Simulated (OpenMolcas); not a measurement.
# Fe5+, Ru5+, Os5+: d³ down the group

```
Program             : OpenMolcas
Method              : SS-CASPT2, IPEA 0.25 Eh, imaginary shift 0.1 Eh
Basis               : ANO-R2
Scalar Hamiltonian  : X2C, finite nucleus
Spin-orbit coupling : state interaction with AMFI integrals over the reference wave functions, term energies averaged over their components
```

Active space for each ion: 3 electrons in 10 orbitals (d d); closed shells correlated by CASPT2: Fe5+ 3s 3p; Ru5+ 4s 4p; Os5+ 5s 5p.

Computed levels in cm-1 above ⁴F_3/2:

| Level | Fe5+ | Ru5+ | Os5+ |
| --- | --- | --- | --- |
| ⁴F_5/2 | 519 | 1424 | 6510 |
| ⁴F_7/2 | 1218 | 3150 | 11640 |
| ⁴F_9/2 | 2070 | 5030 | 14990 |
| ⁴P_1/2 | 19360 | 13830 | 16970 |
| ⁴P_5/2 | 20200 | 16070 | 25390 |
| ²G_7/2 | 21000 | 16150 | 23340 |
| ²G_9/2 | 21730 | 17230 | 37760 |
| ²P_1/2 | 26950 | 20310 | 29140 |
| ²D_5/2(1) | 29360 | 23800 | 35310 |
| weight of ⁴F in the lowest level (%) | 100 | 98 | 82 |

Mixed levels, with the weight of the term that names them: Ru5+ ²G_9/2 (74 %), Os5+ ⁴F_9/2 (56 %), Os5+ ⁴P_1/2 (67 %), Os5+ ²G_9/2 (57 %), Os5+ ²P_1/2 (67 %).

Measured, with the error of the calculation in %. Measured levels: Fe5+ from Corliss and Sugar, J. Phys. Chem. Ref. Data 11, 135 (1982); Os5+ from the list in Brasseur, Palmeri and Quinet, Atoms 13, 11 (2025).

| Level | Fe5+ | Os5+ |
| --- | --- | --- |
| ⁴F_5/2 | 511 (+1.5) | 6397 (+1.8) |
| ⁴F_7/2 | 1188 (+2.5) | 11444 (+1.7) |
| ⁴F_9/2 | 2001 (+3.7) | 14678 (+2.1) |
| ⁴P_1/2 | 18738 (+3.3) | 16772 (+1.2) |
| ⁴P_5/2 | 19611 (+3.0) | 24828 (+2.3) |
| ²G_7/2 | 20616 (+1.9) | 22920 (+1.8) |
| ²G_9/2 | 21315 (+1.9) | 37019 (+2.0) |
| ²P_1/2 | 26496 (+1.7) | 28860 (+1.0) |
| ²D_5/2(1) | 28484 (+3.1) | 34418 (+2.6) |

The fine-structure level ⁴F_9/2 changes by a factor of 7.24 from Fe5+ to Os5+.

Without spin-orbit coupling ⁴P lies 18700, 12280, 11420 cm-1 above ⁴F in that order; the difference to the level ⁴P_1/2, of either sign, comes from spin-orbit coupling, which also lowers the zero.

CASPT2 does not keep the components of a term degenerate, so their means are used; among the terms shown or strongly mixed into the levels shown the widest spread is 760 cm-1 (3d³ ⁴F, Fe5+). Active for correlation alone: 4d; no level in the range computed is led by a configuration that fills it, so any true level of that kind is missing (holds for Fe5+). Active for correlation alone: 5d; no level in the range computed is led by a configuration that fills it, so any true level of that kind is missing (holds for Ru5+). Active for correlation alone: 6d; no level in the range computed is led by a configuration that fills it, so any true level of that kind is missing (holds for Os5+). Measured partners are found by configuration, term and J. A level has none where our copy of the source lacks it or the pairing is in doubt (some pairs that miss far off the trend of their configuration count as doubtful), and it then counts in no deviation. Levels of configurations outside the active space are missing.

A number in round brackets counts repeated terms of one configuration in the order of the reference energies.
